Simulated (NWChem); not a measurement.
System: InH$_{2}$I; SMILES [InH2][I]

Computed with NWChem. Structure relaxed at the PBE-D3(BJ)/def2-SVP level. def2 effective core potentials on In, I; no spin-orbit coupling.

For level B3LYP/def2-SVP:

```yaml
highest occupied level (eV): -6.91
orbital gap (eV): 4.58
dipole (D): 2.41
```

Problem. What are these values for level LC-wPBE (HJS exchange hole, range parameter 0.4 per bohr)/def2-SVP?

Solution. 
| Property | Result |
|---|---|
| highest occupied level (eV) | -9.76 |
| orbital gap (eV) | 9.59 |
| dipole (D) | 2.87 |
